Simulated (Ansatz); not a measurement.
H3O, SMILES [OH3+], charge +1.

The structure is a stationary point at B3LYP-D3(BJ)/def2-TZVPD.

Two levels are set side by side: PBE/def2-TZVPD (Ansatz, a program for electronic structure) and ωB97X-V/def2-TZVPD (Ansatz). Energy differences of separate SCF runs at the same geometry; the states with an electron removed or added have multiplicity 2 and 2. Differences are taken from unrounded values.

```tsv
quantity	ωB97X-V	PBE	PBE minus ωB97X-V
vertical ionisation energy (eV)	24.74	24.78	0.05
vertical electron affinity (eV)	5.09	5.46	0.37
vertical singlet–triplet gap (eV)	11.21	10.79	-0.42
```
